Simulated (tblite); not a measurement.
Isomers of C4H5FOSi. Level: GFN2-xTB in tblite, geometry and Hessian alike; calculated harmonic values, unscaled, isolated species. Errors from tens to a few hundred cm⁻¹ against measured bands are possible. Modes of hydrogen on silicon can be 10 to 20 % off. One conformer each.

Electronic energies: GFN2-xTB at the same geometries; isomer energies are rough at this level and their order can be wrong.

```tsv
SMILES	electronic energy, lowest = 0 (kcal/mol)
O=C1C=C([SiH2]F)C1	0.0
O=C1C=C(F)[SiH2]C1	23.7
O=C1CC=C(F)[SiH2]1	32.3
```

Question: How do GFN2-xTB zero-point energies change the relative energies?

Answer: 
| SMILES | ZPE (kcal/mol) | of it from modes above 1550 cm⁻¹ | electronic (kcal/mol) | with ZPE, lowest = 0 (kcal/mol) | lowest mode (cm⁻¹) | rings |
| --- | --- | --- | --- | --- | --- | --- |
| O=C1C=C([SiH2]F)C1 | 47.6 | 24.7 | 0.0 | 0.0 | 14i | 1 |
| O=C1C=C(F)[SiH2]C1 | 47.6 | 24.3 | 23.7 | 23.7 | 33 | 1 |
| O=C1CC=C(F)[SiH2]1 | 47.4 | 24.3 | 32.3 | 32.2 | 49 | 1 |

The zero-point energies span 0.2 kcal/mol, from `O=C1CC=C(F)[SiH2]1` to `O=C1C=C(F)[SiH2]C1`. Slightly imaginary modes are left out of the zero-point energy: `O=C1C=C([SiH2]F)C1` 13.8i cm⁻¹. The order is unchanged.
